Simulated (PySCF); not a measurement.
Isomers C₅H₁₂OP₂:

A. SMILES PCP1CCOCC1
B. `C1CP(=O)(P)CCC1`
C. SMILES C=C[P@@](C)(=O)P(C)C

Spectrum 1. ¹H NMR (300 MHz, computed): δ 2.51 (m, 2H), 2.03 (m, 2H), 1.94 (m, 2H), 1.88 (m, 2H), 1.74 (m, 1H), 1.57 (m, 2H), 1.00 (m, 1H). ¹³C{¹H} NMR (computed): δ 39.1 (CH2), 31.8 (CH2), 28.1 (CH2).

Spectrum 2. ¹H NMR (300 MHz, computed): δ 6.70 (m, 1H), 6.58 (m, 1H), 6.21 (m, 1H), 1.42 (m, 3H), 1.22 (m, 6H). ¹³C{¹H} NMR (computed): δ 143.0 (CH), 142.1 (CH2), 20.0 (CH3), 7.8 (CH3).

Spectrum 3. ¹H NMR (300 MHz, computed): δ 3.95 (m, 4H), 2.65 (m, 2H), 1.55 (m, 4H), 1.17 (m, 2H). ¹³C{¹H} NMR (computed): δ 70.2 (CH2), 33.8 (CH2), 20.7 (CH2).

- GIAO PBE0/pcSseg-1 shieldings
- GFN2-xTB structure
- code: PySCF 2.14.0 with density-fitted response routines
- one averaged value for each set of equivalent atoms, single conformer, no solvent model, no relativistic terms

Shifts are taken against calculated references (same method and geometry level): TMS for ¹H (σ = 31.72 ppm), ¹³C (σ = 186.93 ppm). Splittings of carbon signals by F and P are missing where no couplings were computed. Where no couplings were computed, multiplicities follow the n + 1 count of equivalent neighbours, and m marks all less simple cases (inequivalent or close neighbours, rings, F or P nearby). Shifts are as computed. Against solution values, carbons near 30 ppm lie about +3 ppm off and those near 130 ppm about +5 ppm. Of 1211 compounds with measured shifts, 218 miss one by over three times the rms of a fit or turn the order of signals round; such compounds aren't used in these exercises.

**Question.** Which spectrum belongs to which compound?

**Answer.** 1–B, 2–C, 3–A.

- Spectrum 1 (B): 3 ¹³C signals; δC 31.8 is an sp3 CH2 in a ring; δC 28.1 is an sp3 CH2 in a ring.
- Spectrum 2 (C): 4 ¹³C signals; δC 143.0 is an alkene CH; δC 142.1 is a terminal =CH2 carbon.
- Spectrum 3 (A): 3 ¹³C signals; δC 70.2 is an sp3 CH2 bonded to O; δH 3.95 is the hydrogen on an sp3 CH2 bonded to O.
